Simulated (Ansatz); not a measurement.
`[SiH3][O][GaH][Br]` and `[F][GaH][O][SiH3]` differ in one atom or group.

Ansatz, PBE0-D4/def2-TZVP geometries, multiplicity 1. Each molecule was computed in one conformer, which needn't be the lowest.

Scalar relativity is left out up to krypton.

```json
{"property": "HOMO–LUMO gap (PBE/def2-TZVPP) / eV", "`[SiH3][O][GaH][Br]`": "5.00"}
{"property": "size of the dipole moment (PBE/def2-TZVPP) / D", "`[SiH3][O][GaH][Br]`": "1.26"}
{"property": "HOMO–LUMO gap (PBE0/def2-TZVPP) / eV", "`[SiH3][O][GaH][Br]`": "7.11"}
{"property": "zero-point energy (PBE0-D4/def2-TZVP) / kJ/mol", "`[SiH3][O][GaH][Br]`": "97.7"}
{"property": "size of the dipole moment (B3LYP/def2-TZVPP) / D", "`[SiH3][O][GaH][Br]`": "1.31"}
{"property": "HOMO–LUMO gap (ωB97M-V/def2-TZVPP) / eV", "`[SiH3][O][GaH][Br]`": "11.05"}
```

(1) What does the change do to each property? (An estimate is asked.)

Results:

(1) The calculation gave: 
```json
{"property": "HOMO–LUMO gap (PBE/def2-TZVPP) / eV", "`[F][GaH][O][SiH3]`": "5.42", "shift": "0.42"}
{"property": "size of the dipole moment (PBE/def2-TZVPP) / D", "`[F][GaH][O][SiH3]`": "1.77", "shift": "0.51"}
{"property": "HOMO–LUMO gap (PBE0/def2-TZVPP) / eV", "`[F][GaH][O][SiH3]`": "7.64", "shift": "0.53"}
{"property": "zero-point energy (PBE0-D4/def2-TZVP) / kJ/mol", "`[F][GaH][O][SiH3]`": "100.6", "shift": "2.9"}
{"property": "size of the dipole moment (B3LYP/def2-TZVPP) / D", "`[F][GaH][O][SiH3]`": "1.85", "shift": "0.54"}
{"property": "HOMO–LUMO gap (ωB97M-V/def2-TZVPP) / eV", "`[F][GaH][O][SiH3]`": "11.61", "shift": "0.56"}
```

With PBE0 the HOMO falls by 0.24 eV and the LUMO rises by 0.29 eV, so the gap widens by about 0.53 eV. PBE moves the HOMO by -0.15 eV and ωB97M-V by -0.30 eV. Dipoles are sizes alone; their direction can turn.

B3LYP here is the variant with VWN-RPA as its local correlation; programs differ in this.

Spin–orbit coupling is left out; it splits and shifts lone-pair levels of the heavy atoms by tenths of an eV.
